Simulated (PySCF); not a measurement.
C6H14N2Si2.
Cartesian coordinates in Å at the PBE0-D3(BJ)/def2-SVP level; atoms count from 1:
```xyz
24
C6H14N2Si2 angstrom
C      3.013    1.130    2.293
C      2.912    0.480    1.275
C      2.742   -0.295    0.038
N      1.570    0.040   -0.739
Si    -0.061   -0.394   -0.299
C      0.028   -2.090    0.491
C     -1.020    0.845    0.769
C     -2.499    0.841    0.335
Si    -2.536    0.611   -1.543
N     -1.061   -0.297   -1.727
H      3.110    1.707    3.193
H      3.653   -0.180   -0.577
H      2.709   -1.365    0.304
H      1.668    0.927   -1.224
H      0.531   -2.820   -0.163
H      0.563   -2.064    1.455
H     -0.991   -2.458    0.685
H     -0.900    0.651    1.847
H     -0.571    1.838    0.588
H     -3.024   -0.024    0.777
H     -3.045    1.738    0.670
H     -3.746   -0.133   -2.022
H     -2.521    1.918   -2.284
H     -0.780   -0.729   -2.599
```

Level: PBE0/pcSseg-1 in PySCF, non-relativistic, on one gas-phase PBE0-D3(BJ)/def2-SVP geometry that isn't relaxed in the solvent. The solvent is an IEF-PCM continuum (van der Waals radii × 1.2). Only the electrostatic response of the medium enters.

```tsv
run	E − E(gas) (kcal/mol)	HOMO (eV)	HOMO–LUMO gap (eV)	dipole (D)
gas	0.00	-6.75	7.46	0.71
P	-5.98	-6.71	7.48	0.91
Q	-5.82	-6.71	7.48	0.90
```

The runs were made in acetonitrile and water. Which run belongs to which solvent?

P = water, Q = acetonitrile. The dielectric constants are 35.69 (acetonitrile), 78.36 (water), and the energy falls further as ε rises. In this model the ground state sees the solvent through ε alone.

How constant is the ratio of the lowering to (ε − 1)/(2ε + 1)?

```tsv
solvent	(ε − 1)/(2ε + 1)	E − E(gas) (kcal/mol)	ratio (kcal/mol)	polarisation term (kcal/mol)
acetonitrile	0.479	-5.82	-12.1	-6.23
water	0.490	-5.98	-12.2	-6.41
```

The ratio changes by +0.4 % in size from acetonitrile to water. The polarisation term is half the interaction of the solute with the induced surface charges.
